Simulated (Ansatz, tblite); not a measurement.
Spin states of the cluster TeAu2⁺ (the lowest doublet isomer of a short search), each relaxed with PBE0-D4/def2-TZVP in Ansatz. Electronic energies in the gas phase.

In the def2 sets Au, Te take a core potential; there is no spin–orbit coupling. The xTB rows come from tblite. Correlated methods freeze 4 core orbitals; core or outer-core shells of Au, Te are correlated, in sets that lack core-valence functions. The rows differ in basis, and correlated rows in double-zeta sets carry the largest basis error. In CCSD on the charge 1 quartet the largest single amplitude is 0.20, so its Hartree–Fock determinant may place the open shell otherwise than the density functionals do. The structure comes from a short search, and lower isomers may exist.

Doublet geometry (C2v within 0.1 Å):

```xyz
3

Au    1.7487   -0.7439    0.2040
Au   -1.2211    0.8306   -1.2133
Te   -0.5276   -0.0867    1.0093
```

Quartet geometry (Cs within 0.1 Å):

```tsv
atom	x (Å)	y (Å)	z (Å)
Au1	-0.383	-2.046	-0.435
Au2	0.411	1.668	-0.825
Te3	-0.028	0.379	1.259
```

⟨S²⟩: doublet 0.76 at PBE0-D4/def2-TZVP (pure 0.75), quartet 3.76 at PBE0-D4/def2-TZVP (pure 3.75).

Only these spin states were relaxed.

Q: Estimate which spin state lies lowest at each of these levels, and by how much: GFN2-xTB; HF/def2-SVP; HF/def2-TZVP; PBE-D4/def2-TZVP; r2SCAN-D4/def2-TZVP; B97M-V/def2-TZVP; PBE0-D4/def2-TZVP; RPA@PBE/def2-TZVP; MP2/def2-SVP; MP2/def2-TZVP; CCSD/def2-SVP; CCSD(T)/def2-SVP.

A: 
| level | quartet − doublet (kJ/mol) | lowest of these |
| --- | --- | --- |
| GFN2-xTB | 360.1 | doublet |
| HF/def2-SVP | 196.1 | doublet |
| HF/def2-TZVP | 205.0 | doublet |
| PBE-D4/def2-TZVP | 231.5 | doublet |
| r2SCAN-D4/def2-TZVP | 231.5 | doublet |
| B97M-V/def2-TZVP | 229.8 | doublet |
| PBE0-D4/def2-TZVP | 239.1 | doublet |
| RPA@PBE/def2-TZVP | 221.9 | doublet |
| MP2/def2-SVP | 233.4 | doublet |
| MP2/def2-TZVP | 257.5 | doublet |
| CCSD/def2-SVP | 225.8 | doublet |
| CCSD(T)/def2-SVP | 229.1 | doublet |

Change of the quartet − doublet gap on mixing in exact exchange, in kJ/mol: PBE to PBE0 (25 % exact exchange) 7.6. The xTB methods have no term that favours high spin, so they put low spin too low.
